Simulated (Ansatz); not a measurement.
`B[N](C)[ZnH]` + `F[SiH2][O][GeH3]` → `[BH2][GeH2][O][SiH2]F` + `C[NH][ZnH]`  (formal exchange of groups at a B–N bond)

Isolated molecules relaxed with PBE0-D4/def2-TZVP in Ansatz; ΔE leaves out vibrations. CCSD(T)/CBS adds triple-zeta CCSD(T) − MP2 to the extrapolated MP2 energy (def2 sets, frozen cores). DFT in def2-TZVPP. B3LYP here is the variant with VWN-RPA as its local correlation; programs differ in this. For Ge, Zn outer-core shells are correlated without core-valence functions, which leaves a few kJ/mol of doubt a bond. Scalar relativity is left out up to krypton. One conformer a species, not always the lowest.

| species | B3LYP energy (Eh) |
| --- | --- |
| `B[N](C)[ZnH]` | -1900.83911 |
| `F[SiH2][O][GeH3]` | -2544.85741 |
| `[BH2][GeH2][O][SiH2]F` | -2570.28870 |
| `C[NH][ZnH]` | -1875.34043 |

Task: Work out ΔE.

Result: ΔE = (-2570.28870) + (-1875.34043) − (-1900.83911) − (-2544.85741) = 0.06739 Eh = +42.3 kcal/mol. CCSD(T)/CBS gives +42.2 kcal/mol.

Largest T1 diagnostic among the species: 0.016.

In def2-TZVPP, CCSD(T) changes the Hartree–Fock value by +2.7 kcal/mol (the triples alone add +1.0 kcal/mol) and MP2 by +3.6 kcal/mol.
